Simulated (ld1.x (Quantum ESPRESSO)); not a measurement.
# Varying the RRKJ potential for gold (Au)

Base potential:

- Element: gold (Au)
- Generator: ld1.x (Quantum ESPRESSO) 7.5
- Type: norm-conserving RRKJ (Kleinman–Bylander form)
- Functional: PW91
- Relativity: scalar-relativistic
- Frozen core: [Kr] 4d10 4f14
- Valence charge: 19
- Reference configuration: 5s2 5p6 5d10 6s1 6p0
- Partial waves: 5s (bound): rc 1.65 bohr; 5p (bound): rc 1.30 bohr; 5d (bound): rc 1.25 bohr
- Local potential: the d channel
- Core correction: none

Occupied shells without a wave of their own: 6s. They enter only through the test configuration that unscreens the potential.

All-electron outer shells of the reference configuration (PW91, scalar-relativistic, ld1.x):

```tsv
shell	level (eV)	outermost node (bohr)	outermost maximum (bohr)
4d	-325.99	0.20	0.41
5s	-108.48	0.48	0.84
4f	-81.24	–	0.37
5p	-59.86	0.52	0.96
5d	-6.94	0.56	1.21
6s	-5.83	1.11	2.32
6p	-0.84	1.32	3.64
```

Cutoffs, loose and tight: the cutoffs (Ry, on a coarse ladder) from which the occupation-weighted sum of valence levels, in a spherical-Bessel basis at the reference potential, stays within 10 and 1 mRy of its value at 400 Ry. They do not see the model core or the augmentation charge, which bear on the density cutoff. Test errors are all-electron minus pseudo excitation energies from the reference, over the configurations 5s2 5p6 5d10 6s0 6p0; 5s2 5p6 5d9 6s0 6p0; 5s2 5p6 5d8 6s0 6p0; 5s2 5p6 5d10 6s0.5 6p0; 5s1 5p6 5d10 6s1 6p0; 5s2 5p6 5d7 6s0 6p0; 5s2 5p6 5d9 6s1 6p0. A dash means not determined; rows that change the core or the reference have their own tests.

A true bound ghost makes a file unfit for plane-wave use even where its test errors are small: the radial tests pick states by their node count and pass the ghost by.

On the changes marked as counting shells twice: ld1.x takes every shell without a wave as core, so the model core holds the marked electrons as well and exchange and correlation see them twice. This cancels in the reference configuration, but the file is broken for other ones, and its errors say nothing about a proper core correction.

```tsv
change	outcome	cutoff, loose	cutoff, tight	bound ghosts	largest test error (meV)
base	generated	90 Ry	140 Ry	p	-494
core correction a·sin(br)/r model core inside 0.56 bohr (6s counted twice)	generated	90 Ry	140 Ry	p	-819
core correction a·sin(br)/r model core inside 0.72 bohr (6s counted twice)	generated	90 Ry	140 Ry	p	-805
core correction a·sin(br)/r model core inside 0.90 bohr (6s counted twice)	generated	90 Ry	140 Ry	p	-756
core correction a·sin(br)/r model core inside 1.16 bohr (6s counted twice)	generated	90 Ry	140 Ry	p	-647
core correction a·sin(br)/r model core inside 1.26 bohr (6s counted twice)	generated	90 Ry	140 Ry	p	-594
core correction a·sin(br)/r model core inside 1.50 bohr (6s counted twice)	generated	90 Ry	140 Ry	p	-534
```
